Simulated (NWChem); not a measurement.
System: SnHF3; SMILES [F][SnH]([F])[F]

The following NWChem deck was run.

```
start job
memory heap 200 mb stack 900 mb global 1100 mb
geometry units angstroms noautoz
  Sn     0.000000     0.000000    -0.222792
  F      1.625583     0.668566     0.538032
  F     -1.391786     1.073513     0.538032
  F     -0.233796    -1.742079     0.538032
  H      0.000000     0.000000    -1.912027
end
basis spherical
  * library def2-svp
end
ecp
  Sn library def2-ecp
end
dft
  xc m06-2x
  grid coarse
  iterations 150
  mulliken
end
task dft gradient
```

Parts of the log:

```
             Northwest Computational Chemistry Package (NWChem) 7.3.0
             --------------------------------------------------------

 C3V symmetry detected

                             Geometry "geometry" -> ""
                             -------------------------

 Output coordinates in angstroms (scale by  1.889725989 to convert to a.u.)

  No.       Tag          Charge          X              Y              Z
 ---- ---------------- ---------- -------------- -------------- --------------
    1 Sn                  50.0000    -0.00000000    -0.00000000    -0.24170529
    2 F                    9.0000     1.24287964     1.24287964     0.51911871
    3 F                    9.0000    -1.69780517     0.45492552     0.51911871
    4 F                    9.0000     0.45492552    -1.69780517     0.51911871
    5 H                    1.0000    -0.00000000    -0.00000000    -1.93094029

 Effective nuclear repulsion energy (a.u.)     435.6314131427

      Symmetry information
      --------------------

 Group name             C3v
 Group number             17
 Group order               6
 No. of unique centers     3

                                 NWChem DFT Module
                                 -----------------

 Summary of "ao basis" -> "ao basis" (spherical)
 ------------------------------------------------------------------------------
       Tag                 Description            Shells   Functions and Types
 ---------------- ------------------------------  ------  ---------------------
 Sn                         def2-svp                10       26   4s4p2d
 F                          def2-svp                 6       14   3s2p1d
 H                          def2-svp                 3        5   2s1p

      Symmetry analysis of basis
      --------------------------

        a1         23
        a2          4
        e          46

  Rotation of axis

            General Information
            -------------------
          SCF calculation type: DFT
          Wavefunction type:  closed shell.
          No. of atoms     :     5
          No. of electrons :    50
           Alpha electrons :    25
            Beta electrons :    25
          Charge           :     0
          Spin multiplicity:     1
          Use of symmetry is: on ; symmetry adaption is: on
          Maximum number of iterations: 150
          AO basis - number of functions:    73
                     number of shells:    31
          Convergence on energy requested:  1.00D-06
          Convergence on density requested:  1.00D-05
          Convergence on gradient requested:  5.00D-04

              XC Information
              --------------
                       M06-2X Method XC Functional
                     Hartree-Fock (Exact) Exchange  0.540
                        M06-2X Exchange Functional  1.000
                      M06-2X Correlation Potential  1.000

             Grid Information
             ----------------
          Grid used for XC integration:  coarse
          Radial quadrature: Mura-Knowles
          Angular quadrature: Lebedev.
          Tag              B.-S. Rad. Rad. Pts. Rad. Cut. Ang. Pts.
          ---              ---------- --------- --------- ---------
          Sn                  1.45      104           7.0       302
          F                   0.50       35           8.0       302
          H                   0.35       35           8.0       302
          Grid pruning is: on
          Number of quadrature shells:   174
          Spatial weights used:  Erf1

      Superposition of Atomic Density Guess
      -------------------------------------

 Sum of atomic energies:        -547.47255612

      Non-variational initial energy
      ------------------------------

 Total energy =    -511.623422
 1-e energy   =   -1228.604704
 2-e energy   =     498.996730
 HOMO         =      -0.475310
 LUMO         =      -0.056591

      Symmetry analysis of molecular orbitals - initial
      -------------------------------------------------

  Numbering of irreducible representations:

     1 a1          2 a2          3 e

  Orbital symmetries:

     1 a1          2 e           3 e           4 a1          5 a1
     6 e           7 e           8 a1          9 e          10 e
    11 a1         12 e          13 e          14 e          15 e
    16 a1         17 e          18 e          19 a1         20 e
    21 e          22 a2         23 e          24 e          25 a1
    26 a1         27 e          28 e          29 a1         30 a1
    31 a1         32 e          33 e          34 e          35 e

     ---------------------------------------------
      Total Density - Mulliken Population Analysis
     ---------------------------------------------

    Atom       Charge   Shell Charges
 -----------   ------   -------------------------------------------------------
    1 Sn  22    19.92   1.60  0.41  0.76  0.25  3.27  2.72  0.59  0.19  9.78  0.34
    2 F    9     9.71   1.99  1.15  0.81  3.53  2.22  0.00
    3 F    9     9.71   1.99  1.15  0.81  3.53  2.22  0.00
    4 F    9     9.71   1.99  1.15  0.81  3.53  2.22  0.00
    5 H    1     0.95   0.55  0.38  0.01

   convergence    iter        energy       DeltaE   RMS-Dens  Diis-err
 ---------------- ----- ----------------- --------- --------- ---------
 d= 0,ls=0.0,diis     1   -513.9365371488 -7.32D+02  2.23D-02  1.23D+00
 d= 0,ls=0.0,diis     2   -513.8817689406  5.48D-02  1.06D-02  2.35D+00
 d= 0,ls=0.0,diis     3   -514.0850837293 -2.03D-01  7.21D-04  2.44D-03
 d= 0,ls=0.0,diis     4   -514.0854450823 -3.61D-04  1.62D-04  1.14D-04
 d= 0,ls=0.0,diis     5   -514.0852420471  2.03D-04  1.12D-04  1.54D-05
  Resetting Diis
 d= 0,ls=0.0,diis     6   -514.0852466123 -4.57D-06  6.01D-05  1.95D-06
 d= 0,ls=0.0,diis     7   -514.0852472021 -5.90D-07  7.44D-06  3.76D-08

         Total DFT energy =     -514.085247202122
      One electron energy =    -1229.495696823618
           Coulomb energy =      547.245394159065
    Exchange-Corr. energy =      -49.819496446877
 Nuclear repulsion energy =      217.984551909308

 Numeric. integr. density =       50.000007998524

                  Occupations of the irreducible representations
                  ----------------------------------------------

                     irrep           alpha         beta
                     --------     --------     --------
                     a1                8.0          8.0
                     a2                1.0          1.0
                     e                16.0         16.0

                       DFT Final Molecular Orbital Analysis
                       ------------------------------------

 Vector   23  Occ=2.000000D+00  E=-4.879292D-01  Symmetry=e
              MO Center= -3.4D-01, -1.2D-01,  4.9D-01, r^2= 3.5D+00
   Bfn.  Coefficient  Atom+Function         Bfn.  Coefficient  Atom+Function
  ----- ------------  ---------------      ----- ------------  ---------------
    44      0.332599  3 F  px                58      0.262411  4 F  px
    30      0.258691  2 F  px                47     -0.239000  3 F  px
    46      0.226337  3 F  pz                59     -0.224382  4 F  py
    61     -0.187000  4 F  px                33     -0.184244  2 F  px
    45     -0.179563  3 F  py                60     -0.175198  4 F  pz

 Vector   24  Occ=2.000000D+00  E=-4.865226D-01  Symmetry=a2
              MO Center=  2.4D-11, -1.3D-11,  5.2D-01, r^2= 3.5D+00
   Bfn.  Coefficient  Atom+Function         Bfn.  Coefficient  Atom+Function
  ----- ------------  ---------------      ----- ------------  ---------------
    45      0.370409  3 F  py                58     -0.370409  4 F  px
    48     -0.274731  3 F  py                61      0.274731  4 F  px
    30      0.271158  2 F  px                31     -0.271158  2 F  py
    33     -0.201117  2 F  px                34      0.201117  2 F  py
    44      0.099251  3 F  px                59     -0.099251  4 F  py

 Vector   25  Occ=2.000000D+00  E=-4.570891D-01  Symmetry=a1
              MO Center=  4.3D-15,  1.1D-14, -5.8D-01, r^2= 3.5D+00
   Bfn.  Coefficient  Atom+Function         Bfn.  Coefficient  Atom+Function
  ----- ------------  ---------------      ----- ------------  ---------------
    69      0.327428  5 H  s                 32     -0.265057  2 F  pz
    46     -0.265057  3 F  pz                60     -0.265057  4 F  pz
    70      0.258981  5 H  s                 13     -0.232403  1 Sn pz
    35      0.189469  2 F  pz                49      0.189469  3 F  pz
    63      0.189469  4 F  pz                19     -0.161841  1 Sn d  0

 Vector   26  Occ=0.000000D+00  E=-3.362720D-02  Symmetry=a1
              MO Center=  3.9D-15, -1.3D-14, -3.5D-01, r^2= 3.6D+00
   Bfn.  Coefficient  Atom+Function         Bfn.  Coefficient  Atom+Function
  ----- ------------  ---------------      ----- ------------  ---------------
     4      0.965429  1 Sn s                 70     -0.672375  5 H  s
     3      0.593973  1 Sn s                  2     -0.279646  1 Sn s
    69     -0.272980  5 H  s                 29     -0.242690  2 F  s
    43     -0.242690  3 F  s                 57     -0.242690  4 F  s
     1     -0.224868  1 Sn s                 47     -0.187720  3 F  px

[...]

                         DFT ENERGY GRADIENTS

    atom               coordinates                        gradient
                 x          y          z           x          y          z
   1 Sn     -0.000000  -0.000000  -0.456757    0.000000   0.000000  -0.001956
   2 F       2.348702   2.348702   0.980992    0.001378   0.001378   0.000647
   3 F      -3.208387   0.859685   0.980992   -0.001882   0.000504   0.000647
   4 F       0.859685  -3.208387   0.980992    0.000504  -0.001882   0.000647
   5 H      -0.000000  -0.000000  -3.648948   -0.000000  -0.000000   0.000015
```

Level: M06-2X/def2-SVP with def2 effective core potentials on Sn. Geometry: optimised at PBE0/def2-SVP. def2 effective core potentials on Sn; no spin-orbit coupling.
